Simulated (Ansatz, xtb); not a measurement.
# Relative energy of two isomers of C3H7NSi

Structure I is `C[C@H]([SiH3])C#N`, a singlet and structure II is `C1=N[SiH2]CC1`, a singlet. Both are isolated molecules in the gas phase, relaxed with B3LYP-D3(BJ)/def2-SVP; the shapes shown needn't be the lowest conformers.

I (Å):

```xyz
12

C    -0.3977    1.4872   -2.8380
C    -1.4241    1.0446   -1.7737
C    -1.9772   -0.2753   -2.0573
N    -2.3845   -1.3417   -2.2637
Si   -0.6792    1.0591   -0.0032
H    -0.0232    2.4964   -2.6094
H    -0.8500    1.5072   -3.8411
H     0.4618    0.8004   -2.8681
H    -2.2676    1.7581   -1.7558
H    -1.7209    0.6709    0.9849
H     0.4671    0.1113    0.0490
H    -0.2021    2.4443    0.2732
```

II (Å):

```xyz
12

C    -1.6440    0.5980   -0.3296
C    -0.2879    1.6125   -2.1824
C    -0.7522    1.7766   -0.7123
N    -1.9211   -0.3454   -1.1385
Si   -1.1141   -0.0315   -2.6959
H    -2.0506    0.5916    0.7008
H    -2.1086    0.0890   -3.7993
H    -0.1629   -1.1275   -3.0353
H     0.8086    1.5680   -2.2605
H    -0.6189    2.4540   -2.8093
H    -1.3156    2.7127   -0.5503
H     0.0957    1.8200   -0.0057
```

Quicker runs give these differences E(II) − E(I): GFN2-xTB −18.8 kcal/mol; HF/STO-3G −12.0 kcal/mol (at GFN2-xTB geometries); r2SCAN-D4/def2-SVP −13.7 kcal/mol (at GFN2-xTB geometries).

Problem. Estimate E(II) − E(I) at the level CCSD(T)/def2-SVP + ΔMP2/def2-TZVPP.

Solution. Calculated at CCSD(T)/def2-SVP + ΔMP2/def2-TZVPP: E(II) − E(I) = −10.6 kcal/mol, so structure II lies lower.

The same difference at several levels:

```
                             level               geometry  E(II) − E(I) (kcal/mol)  departure from the last row (kcal/mol)  job, with rough time for the two
                          GFN2-xTB               GFN2-xTB                     −18.8                                    −8.1              optimisation, 0.31 s
                         HF/STO-3G               GFN2-xTB                     −12.0                                    −1.3              single point, 0.56 s
                r2SCAN-D4/def2-SVP               GFN2-xTB                     −13.7                                    −3.1               single point, 3.7 s
             B3LYP-D3(BJ)/def2-SVP  B3LYP-D3(BJ)/def2-SVP                     −11.4                                    −0.7                optimisation, 46 s
                       HF/def2-SVP  B3LYP-D3(BJ)/def2-SVP                      −6.6                                    +4.0           part of the CCSD(T) run
                      MP2/def2-SVP  B3LYP-D3(BJ)/def2-SVP                      −4.8                                    +5.9           part of the CCSD(T) run
                  CCSD(T)/def2-SVP  B3LYP-D3(BJ)/def2-SVP                      −5.8                                    +4.8                      single point
CCSD(T)/def2-SVP + ΔMP2/def2-TZVPP  B3LYP-D3(BJ)/def2-SVP                     −10.6                                                        single point, 26 s
```

As drawn, II has 1 C=N, 1 N–Si, 1 C–H in place of 1 C≡N, 1 Si–H. Structure I has no ring, II a 5-membered ring.

None of the levels shown reverses the order. The largest departure from CCSD(T)/def2-SVP + ΔMP2/def2-TZVPP is that of GFN2-xTB, 8.1 kcal/mol. The last row adds to CCSD(T) the change of the MP2 difference between the two basis sets, here −4.8 kcal/mol, a large step that makes the value less sure.

With harmonic frequencies from B3LYP-D3(BJ)/def2-SVP (ideal gas, rigid rotor, one conformer each, 298.15 K, 1 atm): the zero-point term adds +2.7 kcal/mol; ΔH is −8.9 and ΔG −7.2 kcal/mol.

The correlated steps freeze 9 core orbitals. Mirror images aren't counted in ΔG. Run with Ansatz 0.2.0, xtb 6.7.1; the last row on 2 threads of Intel(R) Xeon(R) Processor @ 2.70GHz on a shared host.
